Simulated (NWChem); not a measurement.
System: CH$_{3}$CdI; SMILES [CH3][Cd][I]

Input file for NWChem:

```
start job
memory heap 200 mb stack 900 mb global 1100 mb
geometry units angstroms noautoz
  Cd    -0.328092    -0.978357    -0.000160
  I      0.340869     1.547431     0.000449
  C     -0.867322    -3.017805    -0.000649
  H     -1.269432    -3.297799    -0.984641
  H     -1.632982    -3.202026     0.766277
  H      0.014585    -3.637026     0.216262
end
basis spherical
  * library def2-svp
end
ecp
  Cd library def2-ecp
  I library def2-ecp
end
dft
  xc mn15
  iterations 150
  mulliken
end
task dft gradient
```

Parts of the log:

```
             Northwest Computational Chemistry Package (NWChem) 7.3.0
             --------------------------------------------------------

 C3  symmetry detected

                             Geometry "geometry" -> ""
                             -------------------------

 Output coordinates in angstroms (scale by  1.889725989 to convert to a.u.)

  No.       Tag          Charge          X              Y              Z
 ---- ---------------- ---------- -------------- -------------- --------------
    1 Cd                  48.0000    -0.00000000     0.00000000     1.07614614
    2 I                   53.0000     0.00000000     0.00000000    -1.53672855
    3 C                    6.0000     0.00000000     0.00000000     3.18567615
    4 H                    1.0000    -0.62387683    -0.82436596     3.55918062
    5 H                    1.0000    -0.40198345     0.95247617     3.55918062
    6 H                    1.0000     1.02586028    -0.12811020     3.55918062

 Effective nuclear repulsion energy (a.u.)     677.1720247088

      Symmetry information
      --------------------

 Group name             C3
 Group number              5
 Group order               3
 No. of unique centers     4

                                 NWChem DFT Module
                                 -----------------

 Summary of "ao basis" -> "ao basis" (spherical)
 ------------------------------------------------------------------------------
       Tag                 Description            Shells   Functions and Types
 ---------------- ------------------------------  ------  ---------------------
 Cd                         def2-svp                11       31   5s3p2d1f
 I                          def2-svp                10       26   4s4p2d
 C                          def2-svp                 6       14   3s2p1d
 H                          def2-svp                 3        5   2s1p

      Symmetry analysis of basis
      --------------------------

        a          34
        e+         26
        e-         26

  Rotation of axis

            General Information
            -------------------
          SCF calculation type: DFT
          Wavefunction type:  closed shell.
          No. of atoms     :     6
          No. of electrons :    54
           Alpha electrons :    27
            Beta electrons :    27
          Charge           :     0
          Spin multiplicity:     1
          Use of symmetry is: on ; symmetry adaption is: on
          Maximum number of iterations: 150
          AO basis - number of functions:    86
                     number of shells:    36
          Convergence on energy requested:  1.00D-06
          Convergence on density requested:  1.00D-05
          Convergence on gradient requested:  5.00D-04

              XC Information
              --------------
                         MN15 Method XC Functional
                     Hartree-Fock (Exact) Exchange  0.440
                          MN15 Exchange Functional  1.000
                        MN15 Correlation Potential  1.000

             Grid Information
             ----------------
          Grid used for XC integration:  medium
          Radial quadrature: Mura-Knowles
          Angular quadrature: Lebedev.
          Tag              B.-S. Rad. Rad. Pts. Rad. Cut. Ang. Pts.
          ---              ---------- --------- --------- ---------
          Cd                  1.55      123          10.0       590
          I                   1.40      123          13.0       590
          C                   0.70       49          12.0       434
          H                   0.35       45          13.0       434
          Grid pruning is: on
          Number of quadrature shells:   340
          Spatial weights used:  Erf1

      Superposition of Atomic Density Guess
      -------------------------------------

 Sum of atomic energies:        -578.22345345

      Non-variational initial energy
      ------------------------------

 Total energy =    -503.430649
 1-e energy   =   -1219.820806
 2-e energy   =     539.226752
 HOMO         =      -0.323556
 LUMO         =      -0.023598

      Symmetry analysis of molecular orbitals - initial
      -------------------------------------------------

  Numbering of irreducible representations:

     1 a           2 e+          3 e-

  Orbital symmetries:

     1 a           2 a           3 a           4 e+          5 e+
     6 a           7 a           8 e+          9 e+         10 a
    11 e+         12 e+         13 e+         14 e+         15 a
    16 a          17 a          18 e+         19 e+         20 e+
    21 e+         22 e+         23 e+         24 a          25 e+
    26 e+         27 a          28 a          29 e+         30 e+
    31 a          32 e+         33 e+         34 a          35 a
    36 a          37 e+

     ---------------------------------------------
      Total Density - Mulliken Population Analysis
     ---------------------------------------------

    Atom       Charge   Shell Charges
 -----------   ------   -------------------------------------------------------
    1 Cd  20    19.13  -0.37  1.63  0.74  0.64  0.32  5.95  0.18  0.06  9.10  0.89  0.00
    2 I   25    25.56   1.83  0.22  1.23  0.68  2.92  3.14  2.70  2.84  9.83  0.18
    3 C    6     6.67   1.99  0.95  0.33  2.05  1.33  0.01
    4 H    1     0.88   0.66  0.19  0.03
    5 H    1     0.88   0.66  0.19  0.03
    6 H    1     0.88   0.66  0.19  0.03

   convergence    iter        energy       DeltaE   RMS-Dens  Diis-err
 ---------------- ----- ----------------- --------- --------- ---------
 d= 0,ls=0.0,diis     1   -504.1578539928 -6.81D+02  1.12D-02  5.94D-01
 d= 0,ls=0.0,diis     2   -504.1967776768 -3.89D-02  5.64D-03  1.29D-01
 d= 0,ls=0.0,diis     3   -504.2101908843 -1.34D-02  1.83D-03  1.76D-02
 d= 0,ls=0.0,diis     4   -504.2125989368 -2.41D-03  3.19D-04  1.39D-03
 d= 0,ls=0.0,diis     5   -504.2127362979 -1.37D-04  1.09D-04  4.42D-05
  Resetting Diis
 d= 0,ls=0.0,diis     6   -504.2127411298 -4.83D-06  2.19D-05  2.52D-06
 d= 0,ls=0.0,diis     7   -504.2127414556 -3.26D-07  1.38D-05  5.00D-07
 d= 0,ls=0.0,diis     8   -504.2127414235  3.20D-08  7.27D-06  7.59D-07

         Total DFT energy =     -504.212741423504
      One electron energy =    -1220.162045505871
           Coulomb energy =      581.710948393136
    Exchange-Corr. energy =      -42.925049431351
 Nuclear repulsion energy =      177.163405120583

 Numeric. integr. density =       53.999992124520

                  Occupations of the irreducible representations
                  ----------------------------------------------

                     irrep           alpha         beta
                     --------     --------     --------
                     a                11.0         11.0
                     e+               16.0         16.0
                     e-                0.0          0.0

                       DFT Final Molecular Orbital Analysis
                       ------------------------------------

 Vector   25  Occ=2.000000D+00  E=-3.079097D-01  Symmetry=a
              MO Center=  7.9D-16, -5.5D-16,  7.7D-01, r^2= 6.3D+00
   Bfn.  Coefficient  Atom+Function         Bfn.  Coefficient  Atom+Function
  ----- ------------  ---------------      ----- ------------  ---------------
    44      0.414994  2 I  pz                63      0.357906  3 C  pz
    47      0.348990  2 I  pz                66      0.260589  3 C  pz
     8      0.198733  1 Cd pz                60     -0.193848  3 C  s
    11     -0.176612  1 Cd pz                41     -0.173565  2 I  pz
    38     -0.141863  2 I  pz                 2      0.088546  1 Cd s

 Vector   26  Occ=2.000000D+00  E=-2.848113D-01  Symmetry=e+
              MO Center= -3.6D-04,  6.7D-05, -1.4D+00, r^2= 2.3D+00
   Bfn.  Coefficient  Atom+Function         Bfn.  Coefficient  Atom+Function
  ----- ------------  ---------------      ----- ------------  ---------------
    43      0.586929  2 I  py                46      0.535098  2 I  py
    40     -0.246377  2 I  py                37     -0.200456  2 I  py
    16      0.102845  1 Cd d -1              13      0.072270  1 Cd py
    10      0.058442  1 Cd py                42      0.056161  2 I  px
     7     -0.053255  1 Cd py                45      0.051202  2 I  px

 Vector   27  Occ=2.000000D+00  E=-2.848113D-01  Symmetry=e+
              MO Center=  3.6D-04, -6.7D-05, -1.4D+00, r^2= 2.3D+00
   Bfn.  Coefficient  Atom+Function         Bfn.  Coefficient  Atom+Function
  ----- ------------  ---------------      ----- ------------  ---------------
    42      0.586929  2 I  px                45      0.535098  2 I  px
    39     -0.246377  2 I  px                36     -0.200456  2 I  px
    18     -0.102845  1 Cd d  1              12      0.072270  1 Cd px
     9      0.058442  1 Cd px                43     -0.056161  2 I  py
     6     -0.053255  1 Cd px                46     -0.051202  2 I  py

[...]

                         DFT ENERGY GRADIENTS

    atom               coordinates                        gradient
                 x          y          z           x          y          z
   1 Cd     -0.000000   0.000000   2.033621   -0.000000   0.000000   0.000576
   2 I       0.000000   0.000000  -2.903996    0.000000  -0.000000  -0.002274
   3 C       0.000000   0.000000   6.020055   -0.000000   0.000000   0.000415
   4 H      -1.178956  -1.557826   6.725876   -0.000275  -0.000360   0.000428
   5 H      -0.759639   1.799919   6.725876   -0.000174   0.000418   0.000428
   6 H       1.938595  -0.242093   6.725876    0.000449  -0.000058   0.000428
```

Level: MN15/def2-SVP with def2 effective core potentials on Cd, I. All runs use the structure optimised with PBE0/def2-SVP. def2 effective core potentials on Cd, I; no spin-orbit coupling.
